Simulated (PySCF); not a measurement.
Bond curve of BAs

Set-up: B 6-31G(d,p), As 6-31G(d,p); no relativity (PySCF 2.14). Energies in eV from B + As in their ground configurations at the same level. State: ³Π (triplet), unpaired electrons σ ↑, π ↑.

All columns are BHandHLYP. A positive dipole means B(−)As(+).

```tsv
R (Å)	E (eV)	μ (D)	Mulliken charge on B (basis-dependent)	HOMO (eV)	LUMO (eV)	Mayer bond order	⟨S²⟩
1.597	-1.525	-0.22	0.11	-7.95	-3.74	2.38	2.01
1.671	-2.169	-0.29	0.12	-7.73	-3.59	2.33	2.01
1.746	-2.517	-0.36	0.13	-7.53	-3.46	2.29	2.01
1.801	-2.633	-0.43	0.13	-7.40	-3.36	2.24	2.01
1.857	-2.657	-0.49	0.13	-7.27	-3.28	2.20	2.01
1.913	-2.610	-0.55	0.13	-7.15	-3.19	2.15	2.01
1.987	-2.468	-0.64	0.13	-7.00	-3.09	2.06	2.01
2.080	-2.211	-0.76	0.13	-6.82	-2.97	1.94	2.01
2.191	-1.847	-0.91	0.14	-6.60	-2.84	1.77	2.02
2.340	-1.355	-0.92	0.13	-6.31	-2.89	1.52	2.14
```

A fit through these points gives, at Re = 1.845 Å, μ = -0.48 D and dμ/dR = -1.14 D/Å; the reduced mass is 9.599 u.

Question: How strong is the fundamental in the double-harmonic approximation, I = 42.26·(dμ/dR)²/μred km/mol?

Answer: I = 42.26·(-1.14)²/9.599 = 5.72 km/mol at BHandHLYP.

⟨S²⟩ of the unrestricted solution departs from its pure value on part of the curve, where spin states mix. Spin–orbit coupling is left out. The state was picked by a PBE0 search and need not be the measured ground state.
